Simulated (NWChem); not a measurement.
System: C₂H₄ClFSi; SMILES F[SiH2]/C=C\Cl

NWChem input:

```
start job
memory heap 200 mb stack 900 mb global 1100 mb
geometry units angstroms noautosym nocenter noautoz
  F     -0.064037     2.757963     0.000000
  Si     0.464194     1.217360     0.000000
  C     -1.058038     0.137644     0.000000
  C     -1.024542    -1.195023     0.000000
  Cl     0.463581    -2.083122     0.000000
  H      1.282533     1.014426     1.226264
  H      1.282533     1.014426    -1.226264
  H     -2.050689     0.603862     0.000000
  H     -1.902892    -1.846770     0.000000
end
basis spherical
  * library def2-svp
end
dft
  xc xpbe96 cpbe96
  iterations 150
end
property
  efieldgrad
end
task dft property
```

Parts of the log:

```
             Northwest Computational Chemistry Package (NWChem) 7.3.0
             --------------------------------------------------------

                             Geometry "geometry" -> ""
                             -------------------------

 Output coordinates in angstroms (scale by  1.889725989 to convert to a.u.)

  No.       Tag          Charge          X              Y              Z
 ---- ---------------- ---------- -------------- -------------- --------------
    1 F                    9.0000    -0.06403700     2.75796300     0.00000000
    2 Si                  14.0000     0.46419400     1.21736000     0.00000000
    3 C                    6.0000    -1.05803800     0.13764400     0.00000000
    4 C                    6.0000    -1.02454200    -1.19502300     0.00000000
    5 Cl                  17.0000     0.46358100    -2.08312200     0.00000000
    6 H                    1.0000     1.28253300     1.01442600     1.22626400
    7 H                    1.0000     1.28253300     1.01442600    -1.22626400
    8 H                    1.0000    -2.05068900     0.60386200     0.00000000
    9 H                    1.0000    -1.90289200    -1.84677000     0.00000000

 Effective nuclear repulsion energy (a.u.)     264.4039084540

  pbe96 is a nonlocal functional; adding pw91lda local functional.
                              NWChem Property Module
                              ----------------------

  itol2e modified to match energy
  convergence criterion.

                                 NWChem DFT Module
                                 -----------------

 Summary of "ao basis" -> "ao basis" (spherical)
 ------------------------------------------------------------------------------
       Tag                 Description            Shells   Functions and Types
 ---------------- ------------------------------  ------  ---------------------
 F                          def2-svp                 6       14   3s2p1d
 Si                         def2-svp                 8       18   4s3p1d
 C                          def2-svp                 6       14   3s2p1d
 Cl                         def2-svp                 8       18   4s3p1d
 H                          def2-svp                 3        5   2s1p

  itol2e modified to match energy
  convergence criterion.

            General Information
            -------------------
          SCF calculation type: DFT
          Wavefunction type:  closed shell.
          No. of atoms     :     9
          No. of electrons :    56
           Alpha electrons :    28
            Beta electrons :    28
          Charge           :     0
          Spin multiplicity:     1
          Use of symmetry is: off; symmetry adaption is: off
          Maximum number of iterations: 150
          AO basis - number of functions:    98
                     number of shells:    46
          Convergence on energy requested:  1.00D-07
          Convergence on density requested:  1.00D-05
          Convergence on gradient requested:  5.00D-04

              XC Information
              --------------
          PerdewBurkeErnzerhof Exchange Functional  1.000
            Perdew 1991 LDA Correlation Functional  1.000 local
           PerdewBurkeErnz. Correlation Functional  1.000 non-local

             Grid Information
             ----------------
          Grid used for XC integration:  fine
          Radial quadrature: Mura-Knowles
          Angular quadrature: Lebedev.
          Tag              B.-S. Rad. Rad. Pts. Rad. Cut. Ang. Pts.
          ---              ---------- --------- --------- ---------
          F                   0.50       70          12.0       590
          Si                  1.10      123          11.0       770
          C                   0.70       70          10.0       590
          Cl                  1.00      123          11.0       770
          H                   0.35       60          12.0       590
          Grid pruning is: on
          Number of quadrature shells:   696
          Spatial weights used:  Erf1

      Superposition of Atomic Density Guess
      -------------------------------------

 Sum of atomic energies:        -924.60131199

      Non-variational initial energy
      ------------------------------

 Total energy =    -926.432825
 1-e energy   =   -1803.717904
 2-e energy   =     612.881170
 HOMO         =      -0.297520
 LUMO         =       0.002912

   convergence    iter        energy       DeltaE   RMS-Dens  Diis-err
 ---------------- ----- ----------------- --------- --------- ---------
 d= 0,ls=0.0,diis     1   -927.1782911422 -1.19D+03  2.09D-02  8.43D-01
 d= 0,ls=0.0,diis     2   -926.9747730160  2.04D-01  1.44D-02  2.86D+00
 d= 0,ls=0.0,diis     3   -927.2616652257 -2.87D-01  3.72D-03  7.75D-02
 d= 0,ls=0.0,diis     4   -927.2646224242 -2.96D-03  2.06D-03  4.31D-02
 d= 0,ls=0.0,diis     5   -927.2707924936 -6.17D-03  4.75D-04  4.16D-03
  Resetting Diis
 d= 0,ls=0.0,diis     6   -927.2712657817 -4.73D-04  1.55D-04  1.17D-04
 d= 0,ls=0.0,diis     7   -927.2712785580 -1.28D-05  1.34D-04  2.82D-05
 d= 0,ls=0.0,diis     8   -927.2712690674  9.49D-06  8.82D-05  9.98D-05
 d= 0,ls=0.0,diis     9   -927.2712821774 -1.31D-05  5.56D-06  3.12D-07
 d= 0,ls=0.0,diis    10   -927.2712822060 -2.86D-08  2.46D-06  9.05D-08

         Total DFT energy =     -927.271282205984
      One electron energy =    -1806.557924469698
           Coulomb energy =      686.286222370952
    Exchange-Corr. energy =      -71.403488561226
 Nuclear repulsion energy =      264.403908453988

 Numeric. integr. density =       55.999999446771

                       DFT Final Molecular Orbital Analysis
                       ------------------------------------

 Vector   26  Occ=2.000000D+00  E=-2.943088D-01
              MO Center=  7.1D-01,  1.1D+00,  4.9D-09, r^2= 3.6D+00
   Bfn.  Coefficient  Atom+Function         Bfn.  Coefficient  Atom+Function
  ----- ------------  ---------------      ----- ------------  ---------------
     6      0.352802  1 F  pz                79      0.282694  6 H  s
    84     -0.282694  7 H  s                  9     -0.248950  1 F  pz
    24      0.236126  2 Si pz                80      0.203864  6 H  s
    85     -0.203864  7 H  s                 73     -0.196340  5 Cl pz
    70     -0.155524  5 Cl pz                21     -0.126577  2 Si pz

[...]

          -----------------------
          Electric field gradient
          -----------------------

 1 a.u. = 0.324123 10**(16) esu/cm**3  ( or statvolts/cm**2 ) = 0.97174 10**(22) v/m**2

 ------------------------------------------------------------
   Atom      X         Y         Z
 ------------------------------------------------------------
    1 F   -0.12101   5.21179   0.00000
 ------------------------------------------------------------

 Electric field gradient in molecular frame (a.u.)
         XX             YY             ZZ             XY             XZ             YZ
 ------------------------------------------------------------------------------------------
        0.394017      -1.016111       0.622093       0.569569      -0.000000      -0.000000

 Principal components (a.u.) and orientation
 of principal axis w.r.t. absolute frame                      Asymmetry parameter eta
 --------------------------------------------------------------------------------------
       -1.217427       0.622093       0.595333                       0.021981

       -0.333249      -0.000000       0.942839
        0.942839      -0.000000       0.333249
        0.000000       1.000000       0.000000

 ------------------------------------------------------------
   Atom      X         Y         Z
 ------------------------------------------------------------
    2 Si   0.87720   2.30048   0.00000
 ------------------------------------------------------------

 Electric field gradient in molecular frame (a.u.)
         XX             YY             ZZ             XY             XZ             YZ
 ------------------------------------------------------------------------------------------
        0.180817      -0.561362       0.380544       0.228566      -0.000000      -0.000000

 Principal components (a.u.) and orientation
 of principal axis w.r.t. absolute frame                      Asymmetry parameter eta
 --------------------------------------------------------------------------------------
       -0.626104       0.380544       0.245560                       0.215593

       -0.272534      -0.000000       0.962146
        0.962146      -0.000000       0.272534
        0.000000       1.000000       0.000000

 ------------------------------------------------------------
   Atom      X         Y         Z
 ------------------------------------------------------------
    3 C   -1.99940   0.26011   0.00000
 ------------------------------------------------------------

 Electric field gradient in molecular frame (a.u.)
         XX             YY             ZZ             XY             XZ             YZ
 ------------------------------------------------------------------------------------------
        0.089813       0.110752      -0.200564       0.055329      -0.000000      -0.000000

 Principal components (a.u.) and orientation
 of principal axis w.r.t. absolute frame                      Asymmetry parameter eta
 --------------------------------------------------------------------------------------
       -0.200564       0.156593       0.043972                       0.561522

        0.000000       0.637997       0.770039
       -0.000000       0.770039      -0.637997
        1.000000      -0.000000      -0.000000

 ------------------------------------------------------------
   Atom      X         Y         Z
 ------------------------------------------------------------
    4 C   -1.93610  -2.25827   0.00000
 ------------------------------------------------------------

 Electric field gradient in molecular frame (a.u.)
         XX             YY             ZZ             XY             XZ             YZ
 ------------------------------------------------------------------------------------------
       -0.162328       0.225999      -0.063671       0.202854       0.000000       0.000000

 Principal components (a.u.) and orientation
 of principal axis w.r.t. absolute frame                      Asymmetry parameter eta
 --------------------------------------------------------------------------------------
        0.312636      -0.248965      -0.063671                       0.592683

        0.392770       0.919637       0.000000
        0.919637      -0.392770      -0.000000
        0.000000      -0.000000       1.000000

 ------------------------------------------------------------
   Atom      X         Y         Z
 ------------------------------------------------------------
    5 Cl   0.87604  -3.93653   0.00000
 ------------------------------------------------------------

 Electric field gradient in molecular frame (a.u.)
         XX             YY             ZZ             XY             XZ             YZ
 ------------------------------------------------------------------------------------------
       -1.947031       0.519855       1.427176       2.183254      -0.000000       0.000000

 Principal components (a.u.) and orientation
 of principal axis w.r.t. absolute frame                      Asymmetry parameter eta
 --------------------------------------------------------------------------------------
       -3.221173       1.793996       1.427176                       0.113878

        0.863680       0.504041       0.000000
       -0.504041       0.863680       0.000000
        0.000000      -0.000000       1.000000

 ------------------------------------------------------------
   Atom      X         Y         Z
 ------------------------------------------------------------
    6 H    2.42364   1.91699   2.31730
 ------------------------------------------------------------

 Electric field gradient in molecular frame (a.u.)
         XX             YY             ZZ             XY             XZ             YZ
 ------------------------------------------------------------------------------------------
        0.007203       0.067841      -0.075044       0.017491      -0.100585       0.025043

 Principal components (a.u.) and orientation
 of principal axis w.r.t. absolute frame                      Asymmetry parameter eta
 --------------------------------------------------------------------------------------
       -0.146931       0.074861       0.072069                       0.019003

        0.552220       0.828668      -0.091444
       -0.140786       0.200800       0.969463
        0.821725      -0.522483       0.227550

 ------------------------------------------------------------
   Atom      X         Y         Z
 ------------------------------------------------------------
    7 H    2.42364   1.91699  -2.31730
 ------------------------------------------------------------

 Electric field gradient in molecular frame (a.u.)
         XX             YY             ZZ             XY             XZ             YZ
 ------------------------------------------------------------------------------------------
        0.007203       0.067841      -0.075044       0.017491       0.100585      -0.025043

 Principal components (a.u.) and orientation
 of principal axis w.r.t. absolute frame                      Asymmetry parameter eta
 --------------------------------------------------------------------------------------
       -0.146931       0.074861       0.072069                       0.019003

       -0.552220       0.828668      -0.091444
        0.140786       0.200800       0.969463
        0.821725       0.522483      -0.227550

 ------------------------------------------------------------
   Atom      X         Y         Z
 ------------------------------------------------------------
    8 H   -3.87524   1.14113   0.00000
 ------------------------------------------------------------

 Electric field gradient in molecular frame (a.u.)
         XX             YY             ZZ             XY             XZ             YZ
 ------------------------------------------------------------------------------------------
       -0.225824       0.065828       0.159996       0.176257       0.000000      -0.000000

 Principal components (a.u.) and orientation
 of principal axis w.r.t. absolute frame                      Asymmetry parameter eta
 --------------------------------------------------------------------------------------
       -0.308759       0.159996       0.148763                       0.036379

        0.904836       0.000000       0.425759
       -0.425759       0.000000       0.904836
       -0.000000       1.000000      -0.000000

 ------------------------------------------------------------
   Atom      X         Y         Z
 ------------------------------------------------------------
    9 H   -3.59594  -3.48989   0.00000
 ------------------------------------------------------------

 Electric field gradient in molecular frame (a.u.)
         XX             YY             ZZ             XY             XZ             YZ
 ------------------------------------------------------------------------------------------
       -0.147511      -0.017896       0.165407      -0.214110      -0.000000      -0.000000

 Principal components (a.u.) and orientation
 of principal axis w.r.t. absolute frame                      Asymmetry parameter eta
 --------------------------------------------------------------------------------------
       -0.306406       0.165407       0.140999                       0.079657

        0.803027      -0.000000      -0.595943
        0.595943       0.000000       0.803027
        0.000000       1.000000      -0.000000
```

Level: PBE/def2-SVP. The geometry was optimised at PBE0/def2-SVP. NWChem prints the field gradient with the sign opposite to the second derivative of the potential.
